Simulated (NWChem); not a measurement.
Species: GeH cation, singlet

Computed with NWChem. Low-valent species are run as closed-shell singlets; no triplet was tried in these runs. The geometry was optimised at B3LYP/6-31G* (spherical d). Vertical excitations in the gas phase; the lowest state need not have the same character in each row.

For level LRC-wPBEh/def2-SVP, full TDDFT:

| Item | Result |
|---|---|
| oscillator strength of that bright state | 1.269 |
| lowest triplet (eV) | 1.86 |
| orbital gap (eV) | 8.40 |

Estimate the same quantities for level PBE/def2-SVP, full TDDFT.


| Property | Value |
|---|---|
| oscillator strength of that bright state | 1.220 |
| lowest triplet (eV) | 1.99 |
| orbital gap (eV) | 2.68 |
